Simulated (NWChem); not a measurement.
# C$_{4}$H$_{2}$BCl; SMILES C#CB(Cl)C#C

All runs: NWChem. Coordinates come from a PBE-D3(BJ)/def2-SVP optimisation. B3LYP is NWChem's, with the RPA form of VWN correlation.

For level B3LYP/def2-SVP:

```yaml
highest occupied level (eV): -7.84
orbital gap (eV): 5.15
dipole (D): 1.58
```

Q: What are these values for level LC-wPBE (HJS exchange hole, range parameter 0.4 per bohr)/def2-SVP?

A: 
| Quantity | Value |
|---|---|
| highest occupied level (eV) | -11.02 |
| orbital gap (eV) | 10.49 |
| dipole (D) | 1.75 |
